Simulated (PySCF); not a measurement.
PySCF input file for Se2, SMILES [Se]=[Se] (connectivity only; charge and spin as stated), neutral, multiplicity 3, C-PCM-PBE0/def2-SVP. The structure is a stationary point at B3LYP-D3(BJ)/def2-TZVP.

```python
import numpy as np
from pyscf import gto, scf, dft
from pyscf.solvent import pcm

mol = gto.M(
    atom='''
    Se    0.00000000    0.00000000   -1.09408863
    Se    0.00000000    0.00000000    1.09408863
    ''',
    basis='def2-SVP',
    charge=0,
    spin=2,
    max_memory=1600,
    verbose=3,
)
mf = dft.UKS(mol, xc='pbe0').density_fit(auxbasis='def2-universal-jkfit')
mf.grids.level = 3
mf.conv_tol = 1e-9
mf.max_cycle = 100
mf.kernel()
fine, coarse = mf.grids, dft.Grids(mol).set(level=1).build(with_non0tab=True)
for _ in range(3):  # follow internal instabilities
    mf.grids = coarse
    mo, _, stable, _ = mf.stability(return_status=True, nroots=4)
    mf.grids = fine
    if stable:
        break
    mf.kernel(mf.make_rdm1(mo, mf.mo_occ))
res = {}
for name, eps in {'water': 78.355, 'cyclohexanone': 15.619, 'dimethylsulfoxide': 46.826}.items():
    s = mf.PCM()
    s.with_solvent.method, s.with_solvent.eps, s.with_solvent.lebedev_order = 'C-PCM', eps, 29
    s.kernel(mf.make_rdm1())
    res[name] = (s.e_tot, eps, s.dip_moment(), s.mo_energy, s.converged)
    print(f'{name}: electrostatic solvation free energy {(s.e_tot - mf.e_tot) * 627.509474:.3f} kcal/mol')
```

It prints:

```

WARN: HOMO -0.216106633558219 >= LUMO -0.216106633558248

converged SCF energy = -4801.95794779115  <S^2> = 2.0052862  2S+1 = 3.0035221
<class 'pyscf.df.df_jk.DFUKS'> wavefunction is stable in the internal stability analysis

WARN: PCM is an experimental feature. It is still in testing.
Features and APIs may be changed in the future.

converged SCF energy = -4801.95850136978  <S^2> = 2.0052579  2S+1 = 3.0035032
Dipole moment(X, Y, Z, Debye):  0.00000,  0.00000, -0.00000
water: electrostatic solvation free energy -0.347 kcal/mol

WARN: PCM is an experimental feature. It is still in testing.
Features and APIs may be changed in the future.

converged SCF energy = -4801.95847083105  <S^2> = 2.0052595  2S+1 = 3.0035043
Dipole moment(X, Y, Z, Debye): -0.00000,  0.00000, -0.00000
cyclohexanone: electrostatic solvation free energy -0.328 kcal/mol

WARN: PCM is an experimental feature. It is still in testing.
Features and APIs may be changed in the future.

converged SCF energy = -4801.95849623548  <S^2> = 2.0052582  2S+1 = 3.0035034
Dipole moment(X, Y, Z, Debye):  0.00000, -0.00000, -0.00000
dimethylsulfoxide: electrostatic solvation free energy -0.344 kcal/mol
```

Self-consistency was reached.
